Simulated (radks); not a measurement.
Bi IV, 80 electrons, occupied as [Hg]. All-electron calculation, non-relativistic Kohn-Sham, r2SCAN, spin-polarised, spherical densities, point nucleus; meta-GGA in the generalised Kohn-Sham scheme; relativity is left out, which matters for an element this heavy. Program: a radial shooting solver on a logarithmic mesh with Libxc functionals.

Local quantities along the radius. ELF = 1/(1 + alpha^2) is the electron localisation function; alpha = (tau - tau_W)/tau_unif compares the Pauli kinetic energy density with that of the uniform gas (summed over spins).

```
   r/bohr * ELF (the largest magnitude, 0.999, reaches the edge; | marks zero)
0.0007063 |                                                      *
0.0009496 |                                                      *
 0.001277 |                                                      *
 0.001716 |                                                      *
 0.002308 |                                                      *
 0.003103 |                                                      *
 0.004171 |                                                      *
 0.005608 |                                                      *
  0.00754 |                                                     *
  0.01022 |                                                    *
  0.01374 |                                               *
  0.01847 |                               *
  0.02483 |                  *
  0.03339 |                      *
  0.04489 |                                   *
  0.06036 |                                     *
  0.08115 |                        *
   0.1091 |                       *
   0.1479 |                                    *
   0.1988 |                           *
   0.2673 |                 *
   0.3593 |                                     *
   0.4831 |                                  *
   0.6495 |              *
   0.8733 |                                *
    1.174 |                                     *
    1.579 |                     *
    2.139 |              *
    2.876 |                         *
    3.867 |                                *
    5.199 |                   *
```

On this mesh the ELF has minima near r = 0.029, 0.094, 0.23, 0.65, 2.1 bohr, which separate the shells, and maxima near 0.052 (0.71), 0.15 (0.68), 0.41 (0.73), 1.0 (0.72), 3.9 (0.61).
